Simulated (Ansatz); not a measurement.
Program: Ansatz. Geometries: PBE0-D4/def2-TZVP. ΔE: electronic, gas phase. CCSD(T)/CBS is the MP2 limit (def2-TZVPP, def2-QZVPP) plus CCSD(T) − MP2 in def2-TZVPP, frozen cores. Functionals use def2-TZVPP. B3LYP here is the variant with VWN-RPA as its local correlation; programs differ in this. Elements past krypton have def2 core potentials. For Ge, I outer-core shells are correlated without core-valence functions, which leaves a few kJ/mol of doubt a bond. Scalar relativity is left out up to krypton. One conformer a species, not always the lowest.

`NC[S][GeH3]` + HI → `[GeH3][I]` + `NCS`  (ligand exchange at a Ge–S bond)

```json
{"level": "B3LYP-D4", "ΔE (kJ/mol)": "-26.8"}
{"level": "PBE", "ΔE (kJ/mol)": "-29.3"}
{"level": "B3LYP", "ΔE (kJ/mol)": "-34.2"}
{"level": "CCSD/def2-TZVPP", "ΔE (kJ/mol)": "-24.9"}
```

(1) What does CCSD(T)/CBS give? (Estimate.)

(2) What do rigid-rotor, harmonic-oscillator terms from PBE0-D4/def2-TZVP frequencies (298.15 K, 1 bar) make of the CCSD(T)/CBS value? (Estimate.)

Largest T1 diagnostic among the species: 0.011.

## Answers

(1) Computed: -27.6 kJ/mol. The listed levels differ from it by 0.8, -1.7, -6.6, 2.7 kJ/mol.

(2) The calculation gave: ΔZPE = +4.7 kJ/mol, ΔH = -24.2 kJ/mol, ΔS = 19 J/(mol·K), ΔG = -29.8 kJ/mol.

At CCSD(T), def2-SVP lies +8.0 kJ/mol from the extrapolated value and def2-TZVPP +5.6 kJ/mol. Leaving LDA and LC-ωPBE aside and taking each functional with its dispersion term where it has one, the values, not all of them listed here, spread over 11.2 kJ/mol, from BHLYP-D4 to B97M-V. LDA lies +9.7 kJ/mol from PBE without D4. The D4 term adds +7.4 kJ/mol with B3LYP and +4.1 kJ/mol with PBE0; it sums over pairs of atoms, weighted by their polarisabilities, and B3LYP, whose exchange is more repulsive, gets the larger term.
